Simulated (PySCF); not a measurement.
In(Me)(SMe)2 (C3H9InS2), SMILES C[S][In]([S]C)[CH3].

The structure is a stationary point at B3LYP-D3(BJ)/def2-SVP. The def2 effective core potentials stand for the cores of In; spin–orbit coupling is left out. One conformer was computed; it need not be the lowest.

These are B3LYP/def2-TZVP in PySCF values and carry that method's errors.

Gas-phase values at a fixed geometry.

Computed frontier levels, gap, dipole moment:
```yaml
highest_occupied_level: -6.34 eV
lowest_empty_level: -1.24 eV
orbital_gap: 5.10 eV
dipole_moment: 2.25 D
quadrupole, principal values (traceless, Buckingham form, about the centre of nuclear charge): -6.74, 0.43, 6.31 D·Å
```
